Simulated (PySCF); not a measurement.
Electronic absorption of C3H7NO2Si

Species: C3H7NO2Si.
Atom-mapped SMILES: `[CH2:1]=[N:2][SiH2:3][O:4][C:5]([CH3:6])=[O:7]` (hydrogens: H8, H9 on C1; H10, H11 on Si3; H12, H13, H14 on C6)

Cartesian coordinates in Å at the GFN2-xTB level; atoms count from 1:
```
atom  x, y, z in Å
C1     3.131    0.333    0.911
N2     1.994   -0.155    0.769
Si3    0.994   -0.499   -0.587
O4    -0.436    0.074    0.031
C5    -1.602   -0.191   -0.533
C6    -2.764    0.394    0.225
O7    -1.703   -0.844   -1.538
H8     3.567    0.385    1.906
H9     3.747    0.730    0.099
H10    0.980   -1.950   -0.685
H11    1.235    0.172   -1.862
H12   -2.439    1.245    0.815
H13   -3.551    0.677   -0.468
H14   -3.155   -0.371    0.895
```

Method used: PySCF, TDDFT CAM-B3LYP/def2-SVPD, vertical, gas phase, core orbitals frozen in the response.

Question: List the vertical singlet excitations with oscillator strengths and describe the spectrum.

Answer: 

```csv
state,E (eV),E (hartree),f,"main configurations (H = HOMO, L = LUMO)"
S1,4.02,0.1479,0.0004,H→L (97%)
S2,5.89,0.2164,0.0005,"H-1→L+3 (47%), H-1→L+2 (36%)"
S3,6.53,0.2398,0.034,H→L+1 (90%)
S4,7.07,0.2599,0.022,"H→L+3 (44%), H→L+4 (26%), H→L+2 (21%)"
S5,7.47,0.2745,0.092,"H-1→L (72%), H-1→L+2 (8%)"
S6,7.63,0.2804,0.023,"H→L+2 (55%), H→L+3 (33%)"
S7,7.70,0.2828,0.053,H-2→L (76%)
S8,7.80,0.2867,0.075,"H→L+5 (42%), H→L+6 (37%), H→L+4 (14%)"
```

Triplets (Tamm–Dancoff): T1 3.41 eV, H→L (95%); T2 5.16 eV, H-3→L (38%), H-5→L (33%), H-2→L (15%); T3 5.40 eV, H-1→L+3 (47%), H-1→L+2 (36%).

The lowest singlet lies at 4.02 eV (308 nm, ultraviolet) and is dark (f under 0.0005); its leading configuration is HOMO→LUMO (97%). The most intense listed level is S5 at 7.47 eV (166 nm, f = 0.092), 3.45 eV above S1. Löwdin shares by element: HOMO nitrogen 56%, carbon 16% or more, silicon 9%, hydrogen 6% or more; LUMO carbon 41% or more, nitrogen 32%, hydrogen 14% or more. The oscillator strengths of these states sum to 0.300; summed over the whole spectrum of an exact calculation they would give the number of electrons, 62 (Thomas–Reiche–Kuhn). Of the 8 states listed, 6 reach f = 0.01 and 2 stay under 0.0005. Orbital energies (eV): HOMO-3 -11.13, HOMO-2 -10.52, HOMO-1 -9.62, HOMO -8.67, LUMO 0.06, LUMO+1 1.12, LUMO+2 1.26. Only the lowest 8 singlets were computed, as vertical energies without vibronic structure.

One conformer stands for the species.
